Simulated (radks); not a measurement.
Values are calculated unless marked as measured or tabulated.
Ga I, configuration [Ar] 3d10 4s2 4p1. Level of theory: scalar-relativistic Kohn-Sham, PBE, spin-unpolarised, spherical densities, point nucleus (a radial shooting solver on a logarithmic mesh with Libxc functionals). Some entries of the table are withheld. Estimate them.

| orbital | occ. | eigenvalue (hartree) | r(max) (bohr) |
|---|---|---|---|
| 1s | 2 | -375.9443 | 0.03178 |
| 2s | 2 | -46.38959 | 0.1824 |
| 2p | 6 | -40.38149 | 0.1465 |
| 3s | 2 | -5.44353 | 0.5645 |
| 3p | 6 | (1) | (2) |
| 3d | 10 | (3) | 0.5334 |
| 4s | 2 | (4) | 1.894 |
| 4p | 1 | -0.09478 | (5) |

Answer. 
(1) 3p eigenvalue (hartree): -3.63301
(2) 3p r(max) (bohr): 0.5668
(3) 3d eigenvalue (hartree): -0.70392
(4) 4s eigenvalue (hartree): -0.32886
(5) 4p r(max) (bohr): 2.539
